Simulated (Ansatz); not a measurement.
One change: `[SiH3][O][GaH][Br]` becomes `[SiH3][O][Ga]([Br])[Br]`.

Ansatz, PBE0-D4/def2-TZVP geometries, multiplicity 1. Each molecule was computed in one conformer, which needn't be the lowest.

Scalar relativity is left out up to krypton.

```csv
property,`[SiH3][O][GaH][Br]`
HOMO energy (B3LYP/def2-TZVPP) / eV,-8.30
size of the dipole moment (ωB97M-V/def2-TZVPP) / D,1.39
HOMO energy (PBE0/def2-TZVPP) / eV,-8.57
LUMO energy (B3LYP/def2-TZVPP) / eV,-1.73
size of the dipole moment (B3LYP/def2-TZVPP) / D,1.31
HOMO–LUMO gap (PBE/def2-TZVPP) / eV,5.00
```

What does the change do to each property? (Best estimate.)

Ansatz gave: 
```
                                          property  `[SiH3][O][Ga]([Br])[Br]`  shift
               HOMO energy (B3LYP/def2-TZVPP) / eV                      -8.51  -0.21
size of the dipole moment (ωB97M-V/def2-TZVPP) / D                       0.30  -1.09
                HOMO energy (PBE0/def2-TZVPP) / eV                      -8.79  -0.22
               LUMO energy (B3LYP/def2-TZVPP) / eV                      -2.22  -0.49
  size of the dipole moment (B3LYP/def2-TZVPP) / D                       0.31  -1.00
               HOMO–LUMO gap (PBE/def2-TZVPP) / eV                       4.65  -0.35
```

With PBE0 the HOMO falls by 0.22 eV and the LUMO falls by 0.45 eV, so the gap narrows by about 0.23 eV. PBE moves the HOMO by -0.23 eV and ωB97M-V by -0.20 eV. Dipoles are sizes alone; their direction can turn.

B3LYP here is the variant with VWN-RPA as its local correlation; programs differ in this.

Spin–orbit coupling is left out; it splits and shifts lone-pair levels of the heavy atoms by tenths of an eV.
